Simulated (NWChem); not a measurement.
Correlation energy of CHCl

```
C
H 1 1.1206
Cl 1 1.6933 2 101.82
```
Charge 0, spin multiplicity 1.

Everything below was run with NWChem. All single points use one geometry, from PBE0/def2-SVP, a minimum by its harmonic frequencies.

Basis set: def2-TZVP. Each correlation energy counts from its own Hartree-Fock reference.

The correlated methods keep 6 core orbitals frozen. The structure started from a generated list of species. Coupled-cluster values serve here as a point of comparison, not as the truth.

**Question.** Order these methods by the correlation energy they give, lowest first: CCSD(T), CR-CCSD(T), CCSD+T(CCSD), SCS-MP2.

**Answer.** CCSD+T(CCSD) (-371.5 mHa), CCSD(T) (-370.6 mHa), CR-CCSD(T) (-367.2 mHa), SCS-MP2 (-320.1 mHa)
